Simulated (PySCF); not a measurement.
Ge(F)(OH)2(NH2) (FGeH4NO2), SMILES [NH2][Ge]([OH])([OH])[F]. Atoms are numbered in the order given.

```xyz
9

N     -1.7378    -0.4853    -0.0283
Ge    -0.0074    -0.0001    -0.0177
O      0.2758     1.7315    -0.0432
O      0.9145    -0.6362    -1.3627
F      0.6100    -0.6172     1.4810
H     -2.1544    -0.5886    -0.9488
H     -1.9339    -1.3066     0.5368
H     -0.2242     2.1990     0.6351
H      1.7034    -0.1108    -1.5411
```

Geometry optimised at PBE0-D3(BJ)/def2-SVP. The structure was generated by enumeration, and PubChem lists no compound with its InChIKey, so it may never have been made. One conformer was computed; it need not be the lowest.

Computed with PBE/def2-TZVP run with PySCF.

Isolated molecule, no solvent.

Computed frontier levels, gap, dipole moment and polarisability:
The highest occupied level is -6.77 eV. The lowest empty level is -1.14 eV and the orbital gap is 5.63 eV. The dipole moment is 1.59 D. The quadrupole, principal values (traceless, Buckingham form, about the centre of nuclear charge) is -6.34, -0.06, 6.40 D·Å, the mean static polarisability is 42.1 bohr³ (6.24 Å³) and the polarisability, principal values comes out as 38.1, 42.0, 46.3 bohr³.
